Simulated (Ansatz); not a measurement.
`N[SiH2][Si](N)(Cl)Cl` → `N[SiH](Cl)Cl` + `N[SiH]`  (silylene formation by 1,1-elimination)

Calculated with Ansatz (gas phase, PBE0-D4/def2-TZVP geometries, no zero-point term in ΔE). CBS: MP2 limit from def2 TZ/QZ plus the TZ coupled-cluster correction, frozen cores. This one scheme is used for every species. Each species was taken in one conformer, which may not be the lowest.

```csv
species,CCSD/def2-TZVPP energy (Eh)
`N[SiH2][Si](N)(Cl)Cl`,-1610.64522
`N[SiH](Cl)Cl`,-1265.09589
`N[SiH]`,-345.49569
```

Work out ΔE.

ΔE = (-1265.09589) + (-345.49569) − (-1610.64522) = 0.05364 Eh = +1.46 eV. CCSD(T)/CBS gives +1.57 eV.

Largest T1 diagnostic among the species: 0.015.

In def2-TZVPP, CCSD(T) changes the Hartree–Fock value by +0.15 eV (the triples alone add +0.03 eV) and MP2 by +0.28 eV. From PBE to PBE0 (25 % exact exchange), in def2-TZVPP and without D4, ΔE moves by +0.11 eV. The D4 term adds +0.23 eV with B3LYP and +0.13 eV with PBE0; it sums over pairs of atoms, weighted by their polarisabilities, and B3LYP, whose exchange is more repulsive, gets the larger term.

B3LYP here is the variant with VWN-RPA as its local correlation; programs differ in this.
